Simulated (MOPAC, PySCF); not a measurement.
CH$_{4}$OSi, SMILES `O[Si]C` (lower singlet; C–Si–O–H torsion 0°), neutral singlet in the gas phase. This singlet lies 1.86 eV below the relaxed triplet at the level frozen-core CCSD(T)/cc-pVTZ // B3LYP-D3(BJ)/def2-TZVP (Ansatz).

Cartesian coordinates (Å):
SMILES: C[Si]O
```xyz
7

C     -0.8416     0.0846     0.1671
Si     0.5115    -1.1266     0.7725
O      1.8708    -0.3993     0.1518
H     -1.8427    -0.2134     0.4860
H     -0.8388     0.1422    -0.9284
H     -0.6514     1.0956     0.5478
H      1.7922     0.4170    -0.3567
```
Charge 0, multiplicity 1.

All levels are single points at this geometry (B3LYP-D3(BJ)/def2-TZVP); Pople sets use spherical d functions. Orbital energies aren't observables, and empty levels follow the basis.

M06-2X/6-31G* in PySCF gives HOMO (eV) = -7.17.

Task: Estimate the HOMO (eV) from each of these levels: B3LYP-D3(BJ)/def2-TZVP in PySCF; PBE-D3(BJ)/def2-TZVP in PySCF; B3LYP/3-21G in PySCF; B3LYP/6-311+G** in PySCF; B3LYP/LANL2DZ in PySCF; PBE/6-31G* in PySCF; SVWN5/6-31G* in PySCF; HF/3-21G in PySCF; HF/6-31G* in PySCF; AM1 in MOPAC; PM6 in MOPAC; PM7 in MOPAC.

Result: 
```tsv
level	HOMO (eV)
B3LYP-D3(BJ)/def2-TZVP in PySCF	-6.17
PBE-D3(BJ)/def2-TZVP in PySCF	-5.27
B3LYP/3-21G in PySCF	-5.86
B3LYP/6-311+G** in PySCF	-6.26
B3LYP/LANL2DZ in PySCF	-6.09
PBE/6-31G* in PySCF	-5.05
SVWN5/6-31G* in PySCF	-5.08
HF/3-21G in PySCF	-8.65
HF/6-31G* in PySCF	-8.68
AM1 in MOPAC	-7.72
PM6 in MOPAC	-7.74
PM7 in MOPAC	-9.73
```
